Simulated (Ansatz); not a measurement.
Level of theory: frozen-core CCSD(T)/def2-TZVPP // B3LYP-D3(BJ)/def2-TZVP run with Ansatz (an electronic-structure program).

Ansatz 0.2 input:
```yaml
crystal:
  periodic: [false, false, false]
  atoms:
    - { symbol: F, position_ang: [1.348808, -1.255858, 0.54466] }
    - { symbol: C, position_ang: [0.94301, -0.039493, 0.106022] }
    - { symbol: F, position_ang: [1.389129, 0.869341, 1.006813] }
    - { symbol: F, position_ang: [1.605455, 0.199977, -1.051937] }
    - { symbol: Si, position_ang: [-0.975674, 0.046787, -0.127217] }
    - { symbol: H, position_ang: [-1.295875, 1.404507, -0.605996] }
    - { symbol: H, position_ang: [-1.589848, -0.225642, 1.185701] }
    - { symbol: H, position_ang: [-1.339829, -0.980071, -1.121262] }
basis:
  gaussian: { orbitals: def2-TZVPP }
correlation:
  method: ccsd_t
```

Output:

```
Functional definition: HF
1302 factors; integrals over basis functions are off by at most 9.1e-4 eV
mean field evaluation 1: about -17058.2573 eV, gradient 4.1e1 eV
mean field evaluation 2: about -17058.4677 eV, gradient 4.1e1 eV
mean field evaluation 4: about -17061.9577 eV, gradient 3.6e0 eV
mean field evaluation 8: about -17062.0217 eV, gradient 1.8e-1 eV
mean field evaluation 16: about -17060.7391 eV, gradient 2.6e1 eV
mean field -17062.02186990 eV, -627.0177386651 hartree, gradient 8.8e-6 eV, S^2 0.000000; 0 other end points of the search recorded, 0 dependent functions left out
9 core orbitals not correlated
reference -17062.02186990 eV, -627.0177386651 hartree; 16, 16 occupied and 183, 183 virtual orbitals, 1302 factors
second order -28.02235495 eV of doubles, -0.00000000 eV of singles
cycle   1  -27.95691551 eV  change    6.5e-2 eV  update   1.1e-1
cycle   2  -28.59808348 eV  change   -6.4e-1 eV  update   3.3e-2
cycle   3  -28.74691232 eV  change   -1.5e-1 eV  update   1.7e-2
cycle   4  -28.72550914 eV  change    2.1e-2 eV  update   3.7e-3
cycle   5  -28.72355906 eV  change    2.0e-3 eV  update   1.7e-3
cycle   6  -28.72506157 eV  change   -1.5e-3 eV  update   4.4e-4
cycle   7  -28.72481710 eV  change    2.4e-4 eV  update   1.6e-4
cycle   8  -28.72469103 eV  change    1.3e-4 eV  update   4.4e-5
cycle   9  -28.72470169 eV  change   -1.1e-5 eV  update   1.6e-5
perturbative correction -0.91460155 eV, -0.0336109872 hartree
Total energy: -17091.66117314 eV, -628.1069629690 hartree
```

Cost: around 4 core-minutes (rough).
